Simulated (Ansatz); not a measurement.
`NC[O][GaH2]` → `[CH2]N`• + `[O][GaH2]`• at 400 K and 1 bar (homolysis of the C–O bond).

Isolated molecules relaxed with PBE0-D4/def2-TZVP in Ansatz; ΔE leaves out vibrations. CCSD(T)/CBS adds triple-zeta CCSD(T) − MP2 to the extrapolated MP2 energy (def2 sets, frozen cores). No spin–orbit coupling; open shells (•) take unrestricted orbitals. For Ga outer-core shells are correlated without core-valence functions, which leaves a few kJ/mol of doubt a bond. Scalar relativity is left out up to krypton. One conformer a species, not always the lowest.

| species | CCSD(T)/CBS energy (Eh) | H − E (kJ/mol) | S (J/(mol·K)) |
| --- | --- | --- | --- |
| `NC[O][GaH2]` | -2095.47839 | 222.1 | 362.6 |
| `[CH2]N`• | -95.09224 | 149.1 | 259.1 |
| `[O][GaH2]`• | -2000.23233 | 55.6 | 275.3 |

H − E and S are ideal-gas, rigid-rotor, harmonic terms from PBE0-D4/def2-TZVP, for one conformer and one mirror image of each species, with the whole ground term of open shells counted as degenerate. 1 Eh = 2625.50 kJ/mol, R = 8.31446 J/(mol·K).

Q: By hand: ΔE, ΔH, ΔS and ΔG.

A: ΔE = (-95.09224) + (-2000.23233) − (-2095.47839) = 0.15382 Eh = 403.9 kJ/mol. Δ(H − E) = 149.1 + 55.6 − 222.1 = -17.4, so ΔH = 386.5 kJ/mol. ΔS = 259.1 + 275.3 − 362.6 = 171.8 J/(mol·K). ΔG = 386.5 − 400 × (171.8)/1000 = 317.8 kJ/mol.

Q: By hand: the equilibrium constant, and the temperature at which ΔG would vanish if ΔH and ΔS stayed fixed.

A: log₁₀ K = −ΔG/(RT ln 10) = -41.5. ΔG = 0 at ΔH/ΔS = 2250 K.

The number of gas molecules changes by +1, which sets the sign of ΔS. A doubt of 5 kJ/mol in ΔE shifts log₁₀ K by 0.7 here. Other conformers and mirror images would add mixing entropy, several J/(mol·K) or more a flexible species. Modes under 60 cm⁻¹, often nearly free rotors, make the harmonic entropy too high. These are equilibria of isolated gas molecules and say nothing of rates. Largest T1 diagnostic: 0.019 (customary marks: 0.02 for closed shells, 0.045 for open ones).
